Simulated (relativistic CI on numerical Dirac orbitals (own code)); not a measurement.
Crystal-field levels of Dy3+, 4f9

Calculated by Dirac-Coulomb-Breit CI, separate exchange-only KLI orbitals for each configuration, model QED (radiative potential, 1s self-energy scaled to tabulated hydrogen-like ionisation energies), one configuration in a parametric crystal field, unscaled Slater integrals (own radial code).

Field parameters in Wybourne normalisation; cubic f-shell fields have B⁴₄ = √(5/14) B⁴₀ and B⁶₄ = −√(7/2) B⁶₀. The field is a parameter set, without covalency.

S and J are read from ⟨S²⟩ = S(S + 1) and ⟨J²⟩ = J(J + 1) of each level; they are not fictitious spins.

C2v, B20 = 20, B22 = 30, B40 = 860, B42 = 390, B44 = 190, B60 = 500, B62 = -280, B64 = 330, B66 = 80 cm⁻¹, the lowest 16 levels:

```csv
E (cm⁻¹),Degeneracy,S,J
0.0,2,2.46,7.50
5.9,2,2.46,7.50
42.6,2,2.46,7.50
79.8,2,2.46,7.50
156,2,2.46,7.50
179,2,2.46,7.50
235,2,2.46,7.50
240,2,2.46,7.50
3480,2,2.47,6.50
3504,2,2.47,6.50
3520,2,2.47,6.50
3528,2,2.47,6.50
3547,2,2.47,6.50
3585,2,2.47,6.50
3592,2,2.47,6.50
5911,2,2.47,5.50
```

Principal g values of the ground doublet: 1.06, 8.81, 9.24.

Oh, B40 = 1710, B60 = 600 cm⁻¹, the lowest 16 levels:

```tsv
E (cm⁻¹)	Degeneracy	Irrep	S	J
0.0	2	Γ6	2.46	7.49
36.6	4	Γ8	2.46	7.49
84.5	2	Γ7	2.46	7.49
418	4	Γ8	2.46	7.50
457	4	Γ8	2.46	7.49
3556	2	Γ7	2.47	6.50
3586	4	Γ8	2.47	6.49
3713	4	Γ8	2.47	6.50
3728	2	Γ7	2.47	6.49
3749	2	Γ6	2.47	6.50
5973	2	Γ7	2.47	5.50
6065	2	Γ6	2.47	5.50
6068	4	Γ8	2.47	5.50
6166	4	Γ8	2.47	5.49
7849	4	Γ8	2.46	4.51
7955	4	Γ8	2.46	4.50
```

Principal g values of the ground doublet: 6.61, 6.61, 6.61.

The next free-ion level lies 3418 cm⁻¹ above the lowest; the field splits the ground level into components whose J stays near 15/2 as long as their spread is small against that gap.

Levels of this model without a field, named by their leading LS term: 6H°_15/2 0, 6H°_13/2 3418, 6H°_11/2 5843, 6H°_9/2 7718, 6H°_7/2 9169, 6F°_11/2 9667, 6H°_5/2 10249, 6F°_9/2 11009 cm⁻¹.
